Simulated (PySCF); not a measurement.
ClHOSn, SMILES [OH][Sn][Cl] (connectivity only; charge and spin as stated), neutral, multiplicity 1.

Geometry optimised at PBE-D3(BJ)/def2-TZVP. The def2 effective core potentials stand for the cores of Sn; spin–orbit coupling is left out. Other conformers were not sampled.

These are TDDFT-CAM-B3LYP/def2-SVPD (PySCF 2.14.0) values and carry that method's errors.

Vertical excitations. Gas-phase values at a fixed geometry. State labels are in the subgroup Cs.

Give excitation energies, oscillator strengths and character. (An estimate is asked for; the answer gives what the named calculation found.)


| state | symmetry | energy (eV) | λ (nm) | f | main pairs |
|---|---|---|---|---|---|
| S1 | A" | 4.35 | 285 | 0.046 | HOMO→LUMO 97 % |
| S2 | A" | 5.10 | 243 | 0.014 | HOMO−2→LUMO 96 % |
| S3 | A' | 5.34 | 232 | 0.012 | HOMO−1→LUMO 92 % |
| S4 | A" | 5.80 | 214 | 0.003 | HOMO−4→LUMO 97 % |
| S5 | A' | 5.95 | 208 | 0.004 | HOMO−3→LUMO 86 % |
| S6 | A' | 6.52 | 190 | 0.190 | HOMO→LUMO+1 73 %, HOMO−2→LUMO+1 14 % |
| S7 | A" | 6.92 | 179 | 0.017 | HOMO−1→LUMO+1 93 % |
| S8 | A' | 7.08 | 175 | 0.360 | HOMO→LUMO+2 87 % |
| S9 | A' | 7.15 | 173 | 0.230 | HOMO−2→LUMO+1 80 % |
| S10 | A" | 7.28 | 170 | 0.005 | HOMO−1→LUMO+2 65 %, HOMO−3→LUMO+1 19 %, HOMO−3→LUMO+2 10 % |
| T1 | A" | 3.24 | 382 | 0 | HOMO→LUMO 94 % |
| T2 | A' | 4.63 | 268 | 0 | HOMO−1→LUMO 77 %, HOMO−3→LUMO 21 % |
| T3 | A" | 4.88 | 254 | 0 | HOMO−2→LUMO 93 % |
| T4 | A' | 5.17 | 240 | 0 | HOMO−3→LUMO 73 %, HOMO−1→LUMO 19 % |
Triplets are in the Tamm–Dancoff approximation, which puts them higher than full response would, so one can lie above its singlet here.
